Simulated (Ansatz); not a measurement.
Li2Cl2⁺ was relaxed with PBE-D4 (def2-TZVP) in Ansatz in these states: charge +1 doublet, charge +1 quartet. The geometries follow in no particular order.

A:

```
atom   x (Å)   y (Å)   z (Å)
 Li1   1.606   0.932  -0.348
 Li2  -1.605  -0.934   0.344
 Cl3   0.700  -0.980   0.592
 Cl4  -0.700   0.982  -0.588
```

B:

Cartesian coordinates in Å:
```
Li -0.0489 0.3014 -2.9645
Li 0.0489 -0.3018 2.9644
Cl -1.0277 -0.6391 -0.0483
Cl 1.0277 0.6394 0.0483
```

**Question.** Judge from the bond lengths which geometry belongs to which state (an estimate).

**Answer.** A is the charge +1 doublet (Li2–Cl4 2.315 Å, Li1–Cl3 2.315 Å, Li2–Cl3 2.319 Å); B is the charge +1 quartet (Li2–Cl4 3.217 Å, Li1–Cl3 3.217 Å, Li2–Cl3 3.217 Å).

In the doublet, Cl3 and Cl4 lie 2.68 Å apart (atoms count from 1), so these atoms are partly bonded to each other. In the quartet, Cl3 and Cl4 lie 2.42 Å apart (atoms count from 1), so these atoms are partly bonded to each other. The charge +1 quartet has come apart into loosely held pieces.
